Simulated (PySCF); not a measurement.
## Diatomics of P with group 11

PBE0 with triple-zeta basis sets in PySCF, for the lowest determinant that a PBE0 search found; no spin–orbit coupling. De refers to high-spin ground-configuration atoms. A positive dipole means M(−)P(+).

| M | basis | state (unpaired electrons) | Re (Å) | ωe (cm⁻¹) | De (eV) | μ (D) |
| --- | --- | --- | --- | --- | --- | --- |
| Cu | def2-TZVPP | triplet (π ↑↑) | 2.156 | 356 | 2.07 | -3.11 |
| Ag | x2c-TZVPPall | triplet (π ↑↑) | 2.339 | 302 | 1.70 | -3.01 |
| Au | def2-TZVPP | triplet (π ↑↑) | 2.214 | 376 | 2.45 | -1.55 |

The shortest bond is that of CuP (2.156 Å), the longest that of AgP (2.339 Å). PAu is bound most strongly (2.45 eV) and AgP least (1.70 eV).

The rows differ in basis set, which adds steps of its own.

Down a group the atoms grow and get heavier, so bonds lengthen and wavenumbers fall; the exceptions here are the shorter bond at Au and the higher wavenumber at Au. Relativity and the filled 4f shell contract the atoms of the sixth period.

These are scalar-relativistic numbers at best; spin–orbit coupling would shift them, the dissociation energy most. With d or f electrons several states lie close, and the lowest PBE0 determinant need not be the measured ground state.
